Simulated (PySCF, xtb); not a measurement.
C3H7FOSi, SMILES C[C@@H](F)[SiH2]C=O. One conformer was computed; it need not be the lowest.

Harmonic wavenumbers (cm⁻¹) from GFN2-xTB in xtb at its own minimum, in rising order: 39, 47, 105, 196, 245, 263, 296, 405, 488, 545, 658, 666, 692, 738, 793, 903, 999, 1065, 1116, 1242, 1288, 1355, 1402, 1478, 1496, 1746, 2266, 2304, 2703, 2897, 3028, 3048, 3055.

What does PBE-D3(BJ)/def2-SVP (PySCF 2.14.0) give at its own minimum? (Estimate from the structure and the level; the computed values follow.)

31, 68, 102, 217, 247, 256, 298, 398, 468, 563, 673, 702, 755, 862, 877, 890, 967, 1040, 1099, 1224, 1288, 1333, 1337, 1398, 1424, 1737, 2154, 2177, 2717, 2950, 2970, 3061, 3071. Paired by order, the mean absolute difference is 36 cm⁻¹ and the zero-point energies are 56.6 and 56.3 kcal/mol.
